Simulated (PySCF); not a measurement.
bromotrifluoromethane (CBrF3), SMILES C(F)(F)(Br)F.

Coordinates come from a B3LYP-D3(BJ)/def2-SVP optimisation.

The numbers are results of PySCF with M06-2X/def2-TZVP, not measurements.

Gas-phase values at a fixed geometry.

Computed frontier levels, gap, dipole moment and polarisability:
```
Quantity                                                                                                        Value
---------------------------------------------------------------------------------------------  ----------------------
highest occupied level                                                                                      -10.52 eV
lowest empty level                                                                                           -0.11 eV
orbital gap                                                                                                  10.41 eV
dipole moment                                                                                                  0.46 D
quadrupole, principal values (traceless, Buckingham form, about the centre of nuclear charge)  -1.09, -1.09, 2.18 D·Å
mean static polarisability                                                                       33.7 bohr³ (4.99 Å³)
polarisability, principal values                                                               29.2, 29.2, 42.8 bohr³
```
